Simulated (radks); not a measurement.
The nickel ion Ni+, 27 electrons, occupied as [Ar] 3d8 4s1 (not the ground configuration). Method: non-relativistic Kohn-Sham, LDA (Slater exchange, Perdew-Wang correlation), spin-polarised, spherical densities, point nucleus; open shells are filled with parallel spins first; computed with a radial shooting solver on a logarithmic mesh with Libxc functionals.

Unscreened Slater integrals over Kohn-Sham orbitals (cm^-1). They are taken over the spin-up orbitals. Empty in this configuration: 4p.

integral    value
F0(4s,4s)   78467
F0(4s,3d)   99124
G2(4s,3d)   11816
F0(4s,3p)  101340
G1(4s,3p)  5809.9
F0(4s,3s)  101640
G0(4s,3s)  4199.5
F0(4s,4p)   69239
G1(4s,4p)   44816
F0(3d,3d)  210140
F2(3d,3d)   95148
F4(3d,3d)   58807
F0(3d,3p)  229200
F2(3d,3p)  106640
G1(3d,3p)  131800
G3(3d,3p)   79560
F0(3d,3s)  233170
G2(3d,3s)   99291
F0(3d,4p)   81350
F2(3d,4p)   16666
G1(3d,4p)  7508.9
G3(3d,4p)  6007.1
F0(3p,3p)  253550
F2(3p,3p)  126320
F0(3p,3s)  258220
G1(3p,3s)  170590
F0(3p,4p)   82624
F2(3p,4p)   12922
G0(3p,4p)  3103.0
G2(3p,4p)  3490.4
F0(3s,3s)  263320
F0(3s,4p)   82801
G1(3s,4p)  3467.8
F0(4p,4p)   62877
F2(4p,4p)   32943

Derived for the open shells (J is the average intra-shell exchange parameter used in DFT+U). 3d: Racah B = F2/49 - 5 F4/441 = 1275 cm^-1, C = 35 F4/441 = 4667 cm^-1, C/B = 3.66, F4/F2 = 0.618, J = (F2 + F4)/14 = 11000 cm^-1.
